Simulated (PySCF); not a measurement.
Identify the unknown among the candidates.

All candidates are C7H11NO.

* NMR, other nuclei: isotropic shieldings of nuclei other than C and H, by class: 115 (1 N), -74 (1 O) ppm [GIAO PBE0/pcSseg-1]
* 1H NMR: chemical shifts (computed TMS as zero) by class: 8.15 (1 H), 5.54 (1 H), 5.54 (1 H), 5.10 (1 H), 4.78 (1 H), 2.86 (1 H), 2.71 (1 H), 2.54 (1 H), 2.29 (1 H), 1.99 (1 H), 1.69 (1 H) ppm [GIAO PBE0/pcSseg-1]
* 13C NMR: chemical shifts (computed TMS as zero) by class: 158.6 (1 C), 158.6 (1 C), 115.7 (1 C), 49.3 (1 C), 45.1 (1 C), 37.4 (1 C), 33.1 (1 C) ppm [GIAO PBE0/pcSseg-1]
* Dipole: 3.67 D [PBE0/pcSseg-1]
* Rotational structure: rotational constants A, B, C: 3.785, 0.949, 0.874 GHz [GFN2-xTB]

Electronic properties: PySCF, gas phase, density fitting. Levels stand in brackets. One conformer (not necessarily the lowest) at the GFN2-xTB geometry, without solvent, vibrations or thermal averaging. Each NMR value is the plain mean over a class of atoms that symmetry, rotation or inversion makes alike.

Question: Which candidate is it?
A. `C=CC(=C)C(=O)N(C)C`
B. `CN(C)C(=O)[C@]12C[C@H]1C2`
C. `C=C1CC[C@@H](NC=O)C1`

Answer: C. It is `C=C1CC[C@@H](NC=O)C1`. Numbering: `[CH2:1]=[C:2]1[CH2:3][CH2:4][C@@H:5]([NH:6][CH:7]=[O:8])[CH2:9]1`. Its formula, C7H11NO, gives 3 degrees of unsaturation: 1 ring and 2 π bonds in the structure found. 7 carbons fall into 7 classes; from least to most shielded: amide carbonyl carbon [C7] (158.6 ppm), fully substituted alkene carbon [C2] (158.6 ppm), terminal =CH2 carbon [C1] (115.7 ppm), ring sp3 carbon bound to nitrogen [C5] (49.3 ppm), allylic carbon [C9] (45.1 ppm), ring CH2 carbon [C4] (37.4 ppm), allylic carbon [C3] (33.1 ppm). Hydrogen classes from least to most shielded: 1 H on an amide carbonyl carbon, C7 (8.15 ppm), 1 H on a terminal =CH2 carbon, C1 (5.54 ppm), 1 H on a terminal =CH2 carbon, C1 (5.54 ppm), 1 H on an sp3 carbon bound to nitrogen, C5 (5.10 ppm), 1 H on an amide nitrogen, N6 (4.78 ppm), 1 H on an allylic carbon, C9 (2.86 ppm), 1 H on an allylic carbon, C3 (2.71 ppm), 1 H on an allylic carbon, C3 (2.54 ppm), 1 H on an allylic carbon, C9 (2.29 ppm), 1 H on a ring CH2 carbon, C4 (1.99 ppm), 1 H on a ring CH2 carbon, C4 (1.69 ppm). The other shieldings belong to: 115 ppm, amide nitrogen [N6]; -74 ppm, amide oxygen [O8]. The optimised geometry has point group C1 and is an asymmetric top.

The others, at the same levels:
- `CN(C)C(=O)[C@]12C[C@H]1C2` fails: it has 6 carbon classes against 7; its computed 13C shifts are 168.1 (1 C), 38.5 (1 C), 36.4 (2 C), 34.3 (1 C), 12.0 (1 C), 8.0 (1 C) ppm, 1H shifts are 3.34 (3 H), 3.17 (3 H), 2.25 (1 H), 1.54 (2 H), 0.54 (2 H) ppm and rotational constant A is 3.065 GHz (against 3.785 GHz).
- `C=CC(=C)C(=O)N(C)C` fails: its computed 13C shifts are 171.5 (1 C), 156.5 (1 C), 144.2 (1 C), 125.3 (1 C), 124.4 (1 C), 39.6 (1 C), 33.0 (1 C) ppm, 1H shifts are 6.69 (1 H), 5.61 (1 H), 5.52 (1 H), 5.48 (1 H), 5.43 (1 H), 3.13 (3 H), 2.96 (3 H) ppm and rotational constant A is 2.205 GHz (against 3.785 GHz).

Each candidate is one conformer, not necessarily the lowest. The conformers computed, where there is a choice (atom-mapped SMILES and torsion angles):
- `[CH3:1][N:2]([CH3:3])[C:4](=[O:5])[C@:6]12[CH2:7][C@H:8]1[CH2:9]2`: C1–N2–C4–O5 0°, N2–C4–C6–C7 -94°
- `[CH2:1]=[CH:2][C:3](=[CH2:4])[C:5](=[O:6])[N:7]([CH3:8])[CH3:9]`: C1–C2–C3–C4 -177°, C2–C3–C5–O6 -97°, C3–C5–N7–C8 2°

The conformers of `C=C1CC[C@@H](NC=O)C1` aren't listed.
